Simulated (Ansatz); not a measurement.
`B[SiH](O)[SiH3]` + HCl → `B[SiH]([SiH3])Cl` + H₂O at 400 K and 1 bar (ligand exchange at the Si–O bond).

Program: Ansatz. Geometries: PBE0-D4/def2-TZVP. ΔE: electronic, gas phase. CCSD(T)/CBS adds triple-zeta CCSD(T) − MP2 to the extrapolated MP2 energy (def2 sets, frozen cores). This one scheme is used for every species. Each species was taken in one conformer, which may not be the lowest.

| species | CCSD(T)/CBS energy (Eh) | H − E (kJ/mol) | S (J/(mol·K)) |
| --- | --- | --- | --- |
| `B[SiH](O)[SiH3]` | -682.33266 | 215.2 | 401.8 |
| HCl | -460.38127 | 29.6 | 195.4 |
| `B[SiH]([SiH3])Cl` | -1066.34213 | 181.4 | 403.8 |
| H₂O | -76.37941 | 69.8 | 198.6 |

H − E and S are ideal-gas, rigid-rotor, harmonic terms from PBE0-D4/def2-TZVP, for one conformer and one mirror image of each species. 1 Eh = 2625.50 kJ/mol, R = 8.31446 J/(mol·K).

Task: By hand: ΔE, ΔH, ΔS and ΔG.

Result: ΔE = (-1066.34213) + (-76.37941) − (-682.33266) − (-460.38127) = -0.00761 Eh = -20.0 kJ/mol. Δ(H − E) = 181.4 + 69.8 − 215.2 − 29.6 = 6.4, so ΔH = -13.6 kJ/mol. ΔS = 403.8 + 198.6 − 401.8 − 195.4 = 5.2 J/(mol·K). ΔG = -13.6 − 400 × (5.2)/1000 = -15.7 kJ/mol.

Task: By hand: the equilibrium constant, and the temperature at which ΔG would vanish if ΔH and ΔS stayed fixed.

Result: log₁₀ K = −ΔG/(RT ln 10) = 2.1. ΔH and −TΔS have one sign here, so there is no such temperature.

The number of gas molecules stays the same, so ΔS is small and ΔH decides. A doubt of 5 kJ/mol in ΔE shifts log₁₀ K by 0.7 here. Other conformers and mirror images would add mixing entropy, several J/(mol·K) or more a flexible species. These are equilibria of isolated gas molecules and say nothing of rates. Largest T1 diagnostic: 0.014 (customary marks: 0.02 for closed shells, 0.045 for open ones).

ΔS is within the doubt of such terms, so its sign, and with it that verdict, could turn.
